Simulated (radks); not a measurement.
Ni, configuration [Ar] 3d(up 4.5, down 3.5) 4s2 (fractional occupations, a model configuration). Method: scalar-relativistic Kohn-Sham, BLYP, spin-polarised, spherical densities, point nucleus; computed with a radial shooting solver on a logarithmic mesh with Libxc functionals.

Normalised radial functions P(r) = r R(r), r in bohr:

r	3p up
0.004651	0.0055
0.005329	0.0071
0.006105	0.0092
0.006994	0.0118
0.008077	0.0154
0.009254	0.0197
0.0106	0.0253
0.01215	0.0323
0.01392	0.0411
0.01594	0.0522
0.01827	0.0660
0.02093	0.0831
0.02398	0.1042
0.02747	0.1297
0.03147	0.1605
0.03606	0.1970
0.04131	0.2396
0.04733	0.2883
0.05422	0.3427
0.06212	0.4016
0.07117	0.4628
0.08154	0.5230
0.09342	0.5774
0.107	0.6199
0.1226	0.6427
0.1416	0.6359
0.1622	0.5912
0.1859	0.5019
0.213	0.3635
0.244	0.1764
0.2795	-0.0527
0.3202	-0.3102
0.3669	-0.5755
0.4203	-0.8236
0.4816	-1.0280
0.5517	-1.1656
0.6321	-1.2217
0.7242	-1.1941
0.8297	-1.0934
0.9506	-0.9399
1.089	-0.7586
1.248	-0.5739
1.429	-0.4056
1.638	-0.2666
1.876	-0.1619
2.15	-0.0901
2.483	-0.0435
2.844	-0.0195
3.259	-0.0077
3.733	-0.0027
4.277	-0.0008
4.9	-0.0002
5.614	0.0000
6.432	0.0000
7.369	0.0000
8.443	0.0000
9.673	0.0000

3p up: eigenvalue -71.716 eV, 1 radial node at r = 0.271 bohr, <r> = 0.778 bohr, 90 % of the charge inside 1.20 bohr.
